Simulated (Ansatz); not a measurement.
Cost and result for the atomization energy of CH$_{6}$BNZn (`B[N](C)[ZnH]`) (10 atoms, 9 bonds).

| atom | x (Å) | y (Å) | z (Å) |
| --- | --- | --- | --- |
| B1 | 0.176 | -1.237 | 0.613 |
| N2 | 0.043 | -0.034 | -0.060 |
| C3 | -0.670 | 1.102 | 0.481 |
| Zn4 | 0.912 | -0.181 | -1.686 |
| H5 | 0.795 | -2.127 | 0.067 |
| H6 | -0.298 | -1.416 | 1.705 |
| H7 | -1.066 | 0.864 | 1.473 |
| H8 | -0.019 | 1.977 | 0.578 |
| H9 | -1.511 | 1.392 | -0.157 |
| H10 | 1.638 | -0.341 | -3.013 |

Charge 0, multiplicity 1. For Zn the d shell is correlated and the shells below it are frozen. Scalar relativity is left out up to krypton. The structure was optimised at the PBE0-D4/def2-TZVP level. Program: Ansatz. All runs use 4 threads of an AMD EPYC 7B13 on a shared host. Times are those of one run each, without the atoms' runs, and a repeat can differ threefold. Electronic energies, without spin–orbit coupling; frozen cores. CCSD(T)/CBS adds CCSD(T) − MP2 in def2-TZVPP to the MP2 limit, and its time is that of the two runs behind it. T1 = 0.016. With those shells the extrapolation isn't a true limit. B3LYP takes the VWN-RPA correlation (the form of Gaussian; ORCA's B3LYP/G).

CCSD(T)/CBS is a level of theory with its own doubt, some kJ/mol a heavy atom from the limit and from the frozen cores, so smaller differences don't rank the functionals.

```tsv
level	functions	wall time	atomization (kcal/mol)	difference from CCSD(T)/CBS	per bond
PBE-D4/def2-TZVPP (with forces)	241	2.1 s	799.9	16.0	1.8
PBE0-D4/def2-TZVPP	241	2.2 s	789.3	5.4	0.6
r2SCAN-D4/def2-TZVPP (with forces)	241	3.3 s	791.7	7.8	0.9
B3LYP-D4/def2-TZVPP (with forces)	241	3.7 s	788.7	4.8	0.5
B2PLYP/def2-TZVPP	241	4.5 s	780.6	-3.3	-0.4
ωB97X-V/def2-TZVPP	241	5.5 s	792.2	8.3	0.9
ωB97M-V/def2-TZVPP (with forces)	241	8 s	791.0	7.1	0.8
MP2/def2-QZVPP	451	15 s	787.6	3.7	0.4
CCSD(T)/def2-TZVPP	241	88 s	766.6	-17.3	-1.9
CCSD(T)/CBS(def2)	–	100 s	783.9	0.0	0.0
```

In def2-TZVPP, CCSD(T) changes the Hartree–Fock value by +188.9 kcal/mol (the triples alone add +10.6 kcal/mol) and MP2 by +199.4 kcal/mol; breaking electron pairs costs correlation energy, which Hartree–Fock lacks. The D4 term adds +6.8 kcal/mol with B3LYP and +3.5 kcal/mol with PBE0; it sums over pairs of atoms, weighted by their polarisabilities, and B3LYP, whose exchange is more repulsive, gets the larger term. From PBE to PBE0 (25 % exact exchange), in def2-TZVPP and without D4, the atomization energy moves by −9.9 kcal/mol: exact exchange takes away binding that semilocal exchange gives to molecules.
